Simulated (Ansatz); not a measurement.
A nudged elastic band was laid between two geometries of CH$_{7}$BFN (11 atoms, charge 0, multiplicity 1).

Computed with RKS PBE/6-31G* (Ansatz 0.2.0).

| Quantity | Value |
| --- | --- |
| movable images | 7 |
| climbing image | yes |
| spring | 5.0 eV/Å² |
| optimiser | quadratic models (default) |
| start path | through a guess of the saddle point |
| force threshold | 0.05 eV/Å |
| iteration limit | 60 |
| end points | relaxed |

First end point:

```xyz
11
Properties=species:S:1:pos:R:3
B 0.100 0.171 0.032
H 0.185 -0.629 0.959
F 1.305 0.407 -0.655
H -0.886 0.038 -0.687
N -0.192 1.620 0.820
H 0.585 1.778 1.477
C -0.305 2.779 -0.105
H -1.172 2.604 -0.758
H -0.418 3.733 0.435
H 0.604 2.787 -0.721
H -1.043 1.519 1.389
```

Last end point:

```xyz
11
Properties=species:S:1:pos:R:3
B 0.451 0.454 -0.763
H -1.323 0.570 2.781
F 1.376 -0.514 -0.580
H -0.431 0.289 -1.570
N 0.530 1.636 -0.008
H 1.295 1.740 0.662
C -0.369 2.776 -0.097
H -1.144 2.560 -0.849
H -0.873 2.978 0.866
H 0.163 3.695 -0.408
H -0.912 0.621 2.153
```

(1) What changes between the two ends?

(2) Give the energies along the band, and the barrier.

(3) What is the geometry of the highest image?

The band took 28 iterations and of the order of 4 core-minutes.

Results:

(1) Bonds broken: B1–H2, N5–H11. Bonds formed: H2–H11. CH7BFN becomes CH5BFN + H2.

(2) The forces met the threshold. The highest image is number 4 of 0 to 8, 155.4 kJ/mol above the first end and 173.0 kJ/mol above the last; the last end lies 17.6 kJ/mol below the first. Neighbouring images differ by up to 1.4 eV, so the band resolves the path poorly. A vibrational analysis at the climbing image gives one clearly imaginary mode, 1300i cm⁻¹: a first-order saddle point. The orbitals stay closed-shell, which can raise the energy where a bond breaks towards radicals; this wasn't checked here.

| image | path coordinate (Å) | energy (kJ/mol) | B1–H2 (Å) | N5–H11 (Å) | H2–H11 (Å) |
| --- | --- | --- | --- | --- | --- |
| 0 | 0.00 | 0.0 | 1.23 | 1.03 | 2.51 |
| 1 | 0.60 | 2.6 | 1.23 | 1.03 | 2.39 |
| 2 | 1.20 | 8.4 | 1.23 | 1.03 | 2.23 |
| 3 | 1.80 | 52.0 | 1.26 | 1.05 | 1.64 |
| 4 | 2.40 | 155.4 | 1.44 | 1.40 | 1.00 |
| 5 | 3.37 | 19.7 | 2.31 | 2.21 | 0.76 |
| 6 | 4.35 | -13.1 | 3.07 | 2.84 | 0.75 |
| 7 | 5.32 | -16.7 | 3.70 | 2.93 | 0.75 |
| 8 | 6.30 | -17.6 | 3.96 | 2.79 | 0.75 |

(3) 
```xyz
11
Properties=species:S:1:pos:R:3
B 0.131 0.324 -0.024
H -0.592 -0.342 1.025
F 1.353 -0.289 -0.091
H -0.638 0.232 -0.955
N 0.093 1.735 0.651
H 0.911 1.915 1.242
C -0.378 2.916 -0.072
H -1.302 2.656 -0.612
H -0.608 3.741 0.623
H 0.361 3.275 -0.815
H -0.568 0.644 1.215
```

The run took 3.8 min on 1 thread of INTEL(R) XEON(R) PLATINUM 8581C CPU @ 2.30GHz (Emerald Rapids) (shared host), peak memory 0.14 GiB.
